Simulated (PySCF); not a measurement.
One of the candidates below gave these computed data.

All candidates are C5H9NSi.

| technique | computed result |
| --- | --- |
| Dipole | 4.30 D [wB97X-D/def2-SVPD] |
| UV, strongest line | among the 8 lowest singlet transitions: S5 at 8.03 eV (154 nm, f = 0.166) [TDDFT wB97X-D/def2-SVPD] |
| Triplet | lowest triplet excitation (Tamm–Dancoff): 6.02 eV [TDA wB97X-D/def2-SVPD] |
| UV, first state | lowest singlet excitation: 7.08 eV (175 nm, f = 0.001) [TDDFT wB97X-D/def2-SVPD] |
| Polarisability | 83.8 au [wB97X-D/def2-SVPD] |
| Rotational structure | rotational constants A, B, C: 4.115, 1.438, 1.306 GHz [GFN2-xTB] |

The electronic properties come from PySCF, for the isolated species, density fitting. Levels stand in brackets. Isolated species at its GFN2-xTB geometry (one conformer only).

Task: Which candidate is it?
A. `C=C/C=N\[SiH2]C=C`
B. `N#C[SiH]1CCCC1`
C. `C#C[Si@H](N)C1CC1`
D. `N#CC[C@@H]1CC[SiH2]1`

Result: B. It is `N#C[SiH]1CCCC1`. Numbering: `[N:1]#[C:2][SiH:3]1[CH2:4][CH2:5][CH2:6][CH2:7]1`. Its formula, C5H9NSi, gives 3 degrees of unsaturation: 1 ring and 2 π bonds in the structure found. The optimised geometry has point group C1 and is an asymmetric top.

The others, at the same levels:
- `C#C[Si@H](N)C1CC1` fails: its computed lowest singlet excitation is 6.18 eV (200 nm, f = 0.001) (against 7.08 eV), lowest triplet excitation (Tamm–Dancoff) is 5.20 eV (against 6.02 eV) and strongest line among the 8 lowest singlet transitions is S5 at 7.17 eV (173 nm, f = 0.018) (against S5 at 8.03 eV).
- `C=C/C=N\[SiH2]C=C` fails: its computed lowest singlet excitation is 3.62 eV (343 nm, f = 0.001) (against 7.08 eV), lowest triplet excitation (Tamm–Dancoff) is 3.14 eV (against 6.02 eV) and strongest line among the 8 lowest singlet transitions is S2 at 5.95 eV (208 nm, f = 0.587) (against S5 at 8.03 eV).
- `N#CC[C@@H]1CC[SiH2]1` fails: its computed lowest triplet excitation (Tamm–Dancoff) is 6.44 eV (against 6.02 eV), strongest line among the 8 lowest singlet transitions is S2 at 7.32 eV (169 nm, f = 0.064) (against S5 at 8.03 eV) and rotational constant A is 4.576 GHz (against 4.115 GHz).

Each candidate is one conformer, not necessarily the lowest. Dipoles, sizes and rotational constants follow the conformer. The torsions of the flexible species, by atom-mapped SMILES:
- `[CH:1]#[C:2][Si@H:3]([NH2:4])[CH:5]1[CH2:6][CH2:7]1`: C2–Si3–C5–C6 -70°, H–N4–Si3–C2 53°, H–N4–Si3–C2 -167°
- `[CH2:1]=[CH:2]/[CH:3]=[N:4]\[SiH2:5][CH:6]=[CH2:7]`: C1–C2–C3–N4 178°, C3–N4–Si5–C6 -97°, N4–Si5–C6–C7 23°
- `[N:1]#[C:2][CH2:3][C@@H:4]1[CH2:5][CH2:6][SiH2:7]1`: C2–C3–C4–C5 180°

The conformers of `N#C[SiH]1CCCC1` aren't listed.
